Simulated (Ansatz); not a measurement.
Basis-set extrapolation for C2H4O2Si (`C=C1O[SiH2]O1`) (PBE0-D4/def2-TZVP geometry, frozen core, the Gaussian-basis code of Ansatz). Multiplicity 1, RHF reference.

|  | def2-TZVPP | def2-QZVPP |
| --- | --- | --- |
| HF | -516.861692 | -516.881586 |
| MP2 correlation | -0.891931 | -0.959017 |
| CCSD(T) correlation | -0.954661 | not run |

Energies in hartree. Use E(X) = E(∞) + A·exp(−7.88·√X) for Hartree–Fock and E(X) = E(∞) + B·X^(−2.97) for correlation, with X = 3 and 4, and add CCSD(T) minus MP2 of the smaller set to the MP2 limit.

What is the CCSD(T) energy at the basis-set limit?

HF limit: -516.881586 + (-0.019894) × 0.13774 = -516.88433. MP2 limit: -0.959017 + (-0.067086) × 0.74074 = -1.00871. Higher-order term: -0.954661 − (-0.891931) = -0.06273. Total: -517.95577 hartree, 3.79 eV below CCSD(T)/def2-TZVPP.
